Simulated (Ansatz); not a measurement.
Cost and result up the ladder for trans-Mg(H2O)2(hfac)2 (C₁₀H₆F₁₂MgO₆) (35 atoms). Charge 0, multiplicity 1. Geometry: r2SCAN-D4/def2-SVP.

```xyz
35

C    -2.355   -0.951   -1.544
C    -3.058   -2.163   -2.177
C    -3.037    0.277   -1.497
C    -2.424    1.424   -0.967
C    -3.199    2.752   -0.986
C     2.356    0.952    1.544
C     3.057    2.162    2.181
C     3.036   -0.277    1.499
C     2.424   -1.424    0.967
C     3.199   -2.751    0.984
F    -3.177   -3.145   -1.274
F    -2.331   -2.627   -3.202
F    -4.284   -1.875   -2.638
F    -2.509    3.672   -1.675
F    -3.360    3.203    0.264
F    -4.413    2.641   -1.546
F     2.326    2.626    3.204
F     3.179    3.144    1.279
F     4.282    1.873    2.646
F     2.507   -3.675    1.664
F     4.410   -2.643    1.551
F     3.368   -3.196   -0.267
Mg    0.001    0.001   -0.001
O     1.180    0.448   -1.714
O    -1.179   -0.447    1.711
O    -1.196   -1.201   -1.127
O    -1.274    1.517   -0.468
O     1.197    1.201    1.126
O     1.275   -1.516    0.465
H     1.005    1.326   -2.084
H     1.050   -0.175   -2.444
H    -1.049    0.173    2.443
H    -1.006   -1.327    2.078
H    -4.043    0.347   -1.906
H     4.041   -0.348    1.911
```

Ansatz on 2 threads of AMD EPYC 7R13 on a shared host and a share (18 GiB) of an NVIDIA H100 80GB HBM3. Times are rough, and most runs start from the orbitals of an earlier one. PBE0-D4/def2-TZVP serves as the yardstick here, not as an exact answer. Differences are given only for rows in sets of like size (and for xTB, whose basis is part of the method), since another set adds its own error. Binding counts from free atoms at the same level (C triplet, F doublet, Mg singlet, O triplet, H doublet; other spins of the atoms weren't run), without zero-point energy or a counterpoise term.

Correlated methods freeze 29 core orbitals; core or outer-core shells of Mg are correlated, in sets that lack core-valence functions. The rows differ in basis, and correlated rows in double-zeta sets carry the largest basis error. Single mean-field runs in def2-SVP, def2-TZVP are fitted with def2-universal-jkfit. Another isomer (singlet) lies 0.04 eV lower at PBE0-D4/def2-TZVP; other spin states weren't run for this one.

Correlated methods converge slowly with the basis, most of all in double-zeta sets.

```csv
level,functions,wall time,binding energy per atom (eV),difference from PBE0-D4/def2-TZVP (eV)
HF/STO-3G,155,2.8 s,3.07,–
PBE-D4/def2-SVP,440,4.3 s,5.00,–
PBE0-D4/def2-SVP,440,4.9 s,4.77,–
r2SCAN-D4/def2-TZVP,936,6 s,4.67,0.02
MP2/def2-SVP,440,6.5 s,4.62,–
PBE0-D4/def2-TZVP,936,7.5 s,4.65,0.00
BHLYP-D4/def2-TZVP,936,8 s,4.32,-0.33
PBE-D4/def2-TZVP (with forces),936,8.5 s,4.85,0.20
```
